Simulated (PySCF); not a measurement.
- σ from GIAO-PBE0/pcSseg-1
- GFN2-xTB geometry
- run in PySCF
- single conformer, non-relativistic Hamiltonian, isolated molecule, fast rotation and ring inversion assumed for equivalent nuclei

Shifts are taken against calculated references (same method and geometry level): ¹H (σ = 31.72 ppm), ¹³C (σ = 186.93 ppm) vs TMS. Shifts are as computed. Against solution values, carbons near 30 ppm lie about +3 ppm off and those near 130 ppm about +5 ppm. Of 1211 compounds with measured shifts, 218 miss one by over three times the rms of a fit or turn the order of signals round; such compounds aren't used in these exercises. OH and NH positions are gas-phase values without hydrogen bonding to other molecules.

Task: Order these molecules by the shift of their most deshielded carbon, lowest δ first.
A. Cn1nc2cccc(F)c2n1
B. C=CP=C=C[SiH3]
C. CCC=C(C#N)C#N
D. O[SiH2]OC/C=C\C1CC1

Result: D (140.4 ppm, alkene CH), A (163.3 ppm, aromatic carbon bearing fluorine), C (181.5 ppm, alkene CH), B (272.2 ppm, cumulene carbon).

Task: Order these molecules by the shift of their most shielded carbon, lowest δ first.
A. O[SiH2]OC/C=C\C1CC1
B. CCC=C(C#N)C#N
C. C=CP=C=C[SiH3]
D. Cn1nc2cccc(F)c2n1
E. C=CP1(=O)CCOCC1

Result: A (9.2 ppm, three-membered-ring carbon), B (14.9 ppm, methyl carbon), E (34.7 ppm, sp3 CH2 bonded to P), D (43.3 ppm, methyl carbon bonded to N), C (99.6 ppm, alkene CH).

Task: How many ¹³C and ¹H signals does each give (equivalence by symmetry and fast rotation, but not about amide C–N or C=N bonds)? `Cn1nc2cccc(F)c2n1`, `C=CP1(=O)CCOCC1`, `O[SiH2]OC/C=C\C1CC1`, `C/N=C\CC(C)(C)C`, `CCC=C(C#N)C#N`, `C=CP=C=C[SiH3]`

Result: Cn1nc2cccc(F)c2n1: 7 C, 4 H; C=CP1(=O)CCOCC1: 4 C, 7 H; O[SiH2]OC/C=C\C1CC1: 5 C, 8 H; C/N=C\CC(C)(C)C: 5 C, 4 H; CCC=C(C#N)C#N: 6 C, 3 H; C=CP=C=C[SiH3]: 4 C, 5 H.
